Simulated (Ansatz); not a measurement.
Born–Oppenheimer molecular dynamics of ClH$_{2}$NZn (5 atoms, charge 0, multiplicity 1). It starts from a relaxed structure.

Method: RKS PBE0-D4/def2-SVP in Ansatz 0.2.0.

```json
{
 "ensemble": "NVT, Nosé–Hoover chain",
 "time step": "1 fs",
 "steps asked": "300",
 "set temperature": "300 K",
 "thermostat": "time constant 100 fs, chain length 3 (defaults)",
 "seed": "996856"
}
```

First frame:

```xyz
5
Properties=species:S:1:pos:R:3
N -0.452 0.756 -0.380
Zn 0.606 -0.578 0.246
Cl 1.974 -2.032 0.916
H -1.088 0.512 -1.136
H -0.991 1.269 0.313
```

Question: How far do the bonds stretch over the last three quarters of this one trajectory? (Pairs bonded in most of those frames.)

Answer: 
```tsv
bond	mean (Å)	spread (Å)	shortest	longest
N1–Zn2	1.812	0.023	1.77	1.86
N1–H4	1.018	0.006	1.01	1.03
N1–H5	1.018	0.007	1.01	1.03
Zn2–Cl3	2.114	0.036	2.05	2.18
```

Mean temperature of the second half: 360 K. The conserved energy stayed within 0.2 meV per atom of its start (net change 0.081 meV per atom), so the integration is sound. The mean temperature of the second half is 20 % above the set value. A run of 0.3 ps of so small a system gives no equilibrium averages.

Run time: 9.2 min on 1 thread of Arm Neoverse V1, on a shared host, peak memory 0.25 GiB.
